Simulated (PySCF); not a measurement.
A structure optimised at PBE-D3(BJ)/def2-SVP, used in a PySCF frequency run:

```
Si
O 1 1.6594
H 2 0.9736 1 115.42
O 1 1.6675 2 109.65 3 46.05
H 4 0.9728 1 114.56 2 -140.02
N 1 1.7405 2 112.45 3 -71.97
C 6 1.2121 1 164.44 2 -66.00
O 7 1.1815 1 172.74 2 -63.96
H 1 1.4858 2 105.49 3 169.42
```
Charge 0, spin multiplicity 1.

### Question
Write its SMILES and formula.

### Answer
O=C=N[SiH](O)O, CH₃NO₃Si

### Question
What are its rotational constants (standard atomic weights)?

### Answer
6.4988, 1.4906, 1.2858 GHz
